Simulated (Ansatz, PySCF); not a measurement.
This PySCF input computes a r2SCAN/def2-TZVPD energy:

```python
from pyscf import gto, scf, dft

mol = gto.M(
    atom='''
    Si   -1.07247936    0.08671498    0.21192337
    P     1.12328073   -0.06802843   -0.33237524
    H    -1.81711390   -0.89255904   -0.61340246
    H    -1.53175281    1.45323290   -0.12913028
    H    -1.35648375   -0.17410058    1.64265359
    H     1.31288995   -1.29737137    0.35134168
    H     1.55796051    0.71721488    0.76723878
    ''',
    basis='def2-tzvpd',
    charge=0,
    spin=0,
    verbose=4,
)

mf = dft.RKS(mol, xc='r2scan').density_fit(auxbasis='def2-universal-jkfit')
mf.grids.level = 4
mf.conv_tol = 1e-9
mf.max_cycle = 100
mf.max_memory = 1500
mf.kernel()
if not mf.converged:
    mf = mf.newton()
    mf.kernel(mf.make_rdm1())
mf.analyze()
```

Problem. Write an input for the same energy in Ansatz (a program for electronic structure) and say what it gives.

Solution. 
Ansatz 0.2 input:
```yaml
crystal:
  periodic: [false, false, false]
  atoms:
    - {symbol: Si, position_ang: [-1.07247936, 0.08671498, 0.21192337]}
    - {symbol: P, position_ang: [1.12328073, -0.06802843, -0.33237524]}
    - {symbol: H, position_ang: [-1.81711390, -0.89255904, -0.61340246]}
    - {symbol: H, position_ang: [-1.53175281, 1.45323290, -0.12913028]}
    - {symbol: H, position_ang: [-1.35648375, -0.17410058, 1.64265359]}
    - {symbol: H, position_ang: [1.31288995, -1.29737137, 0.35134168]}
    - {symbol: H, position_ang: [1.55796051, 0.71721488, 0.76723878]}
basis:
  gaussian:
    orbitals: def2-TZVPD
hamiltonian:
  xc: {name: r2SCAN}
output: {forces: true}
```
It gives -633.80359 Eh, and PySCF -633.80368 Eh, a difference of 0.09 mEh, from the treatment of integrals and grids.
